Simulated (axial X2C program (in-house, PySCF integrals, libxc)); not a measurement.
## Density and ELF of AsS⁺

Computed with an axial X2C code built on PySCF integrals. Two-component (2c) means X2C with spin–orbit coupling and atomic mean-field two-electron Coulomb and Gaunt terms. Basis: As dyall-cv3z [9s9p6d4f1g], S dyall-av3z [9s8p3d2f] (cores contracted in-house); Gaussian nuclei, density fitting, unrestricted open shells. Masses: As 74.922 u, S 31.972 u.

PBE0, with spin–orbit coupling, state Ω = 0 (closed shell); As at z = 0, S at z = 1.941 Å.

The maps cover the half plane through the axis: z from -2.4 to 4.2 Å along the bond, ρ from 0.15 to 2.25 Å away from it.

log10 of the density in e/bohr³:

```
 ρ\z  -2.4  -1.8  -1.2  -0.6   0.0   0.6   1.2   1.8   2.4   3.0   3.6   4.2
0.15  -3.5  -2.5  -1.5  -0.5   1.4  -0.5  -0.7   1.0  -0.5  -1.3  -2.4  -3.5
0.45  -3.6  -2.5  -1.6  -0.8   0.2  -0.8  -0.8  -0.5  -0.7  -1.4  -2.5  -3.6
0.75  -3.7  -2.7  -1.8  -1.2  -0.9  -1.1  -1.1  -0.9  -1.0  -1.7  -2.7  -3.7
1.05  -3.9  -3.0  -2.1  -1.6  -1.4  -1.5  -1.4  -1.3  -1.4  -2.0  -2.9  -3.9
1.35  -4.2  -3.3  -2.5  -2.0  -1.8  -1.9  -1.8  -1.7  -1.9  -2.5  -3.3  -4.2
1.65  -4.5  -3.7  -3.0  -2.5  -2.3  -2.3  -2.3  -2.2  -2.4  -2.9  -3.6  -4.5
1.95  -4.8  -4.1  -3.4  -3.0  -2.8  -2.8  -2.7  -2.7  -2.9  -3.4  -4.0  -4.8
2.25  -5.2  -4.5  -3.9  -3.5  -3.3  -3.2  -3.2  -3.3  -3.5  -3.8  -4.4  -5.1
```

Electron localisation function (collinear form, no current term, damped to 0 at low density):

```
 ρ\z  -2.4  -1.8  -1.2  -0.6   0.0   0.6   1.2   1.8   2.4   3.0   3.6   4.2
0.15  0.07  0.84  0.93  0.22  0.24  0.17  0.74  0.86  0.09  0.92  0.60  0.03
0.45  0.05  0.81  0.93  0.28  0.58  0.19  0.79  0.08  0.54  0.90  0.54  0.02
0.75  0.02  0.70  0.92  0.65  0.19  0.44  0.79  0.74  0.89  0.84  0.40  0.01
1.05  0.00  0.47  0.85  0.82  0.52  0.57  0.73  0.80  0.85  0.71  0.23  0.00
1.35  0.00  0.17  0.66  0.74  0.56  0.48  0.62  0.67  0.68  0.47  0.08  0.00
1.65  0.00  0.02  0.31  0.45  0.36  0.33  0.46  0.46  0.41  0.20  0.02  0.00
1.95  0.00  0.00  0.06  0.16  0.16  0.18  0.26  0.24  0.17  0.05  0.00  0.00
2.25  0.00  0.00  0.00  0.03  0.05  0.07  0.09  0.07  0.04  0.01  0.00  0.00
```

The state is a single determinant with fixed occupations, the lowest that a limited PBE0 search found.
